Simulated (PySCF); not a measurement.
Compound: Ge2H7N.
Geometry (PBE0-D3(BJ)/def2-SVP, Å), atoms numbered from 1 in this order:
```xyz
10
Ge2H7N angstrom
Ge    -1.6292   -0.4233   -0.4017
N      0.0616    0.2746   -0.2719
Ge     1.6415   -0.6383   -0.4530
H     -1.5964   -1.4624   -1.5362
H     -2.5982    0.7279   -0.7330
H     -2.1058   -1.1154    0.8981
H      0.1274    1.1532    0.2333
H      1.4431   -1.6523   -1.5935
H      2.0561   -1.4000    0.8289
H      2.7434    0.3801   -0.8026
```

Level of theory: core-valence-separated Tamm–Dancoff BHandHLYP/aug-pcX-1 (pcseg-1 on H, def2-SVPD on Ge) in PySCF, non-relativistic, gas phase, PBE0-D3(BJ)/def2-SVP geometry. No empirical shift is added; at this level the pattern usually sits a few eV under experiment.

The lowest roots of each edge with f over 0.003 (five at most, numbered afresh; weaker and dark ones are left out), with transition dipoles (au) in the frame of the coordinates:

```csv
root,edge,E (eV),μx,μy,μz
1,N,398.60,0.0002,0.0054,-0.0174
2,N,399.72,0.0043,0.0522,0.0163
3,N,399.84,-0.0667,0.0049,0.0011
4,N,400.55,-0.0010,-0.0187,0.0220
5,N,400.71,0.0011,0.0094,0.0336
```

Problem. What are the oscillator strengths?

Solution. f = (2/3) ΔE |μ|², with ΔE in hartree (27.2114 eV):

| root | ΔE (Eh) | \|μ\|² (au) | f | core hole on |
| --- | --- | --- | --- | --- |
| 1 | 14.6484 | 0.000332 | 0.003 | N2 |
| 2 | 14.6895 | 0.003009 | 0.029 | N2 |
| 3 | 14.6937 | 0.004474 | 0.044 | N2 |
| 4 | 14.7199 | 0.000835 | 0.008 | N2 |
| 5 | 14.7259 | 0.001219 | 0.012 | N2 |

Problem. Molecules are fixed in this frame and the field points along (1, 0, −1)/√2. What effective strengths 3 f cos²θ do the roots have (θ between field and μ)?

Solution. root 1 (N2): 0.005, root 2 (N2): 0.002, root 3 (N2): 0.068, root 4 (N2): 0.008, root 5 (N2): 0.016. Root 3 is the strongest. Averaged over all orientations cos²θ is 1/3, which gives f back.

 The BHandHLYP/aug-pcX-1 (pcseg-1 on H, def2-SVPD on Ge) calculation is non-relativistic and has no spin–orbit coupling, an omission that weighs most on germanium.
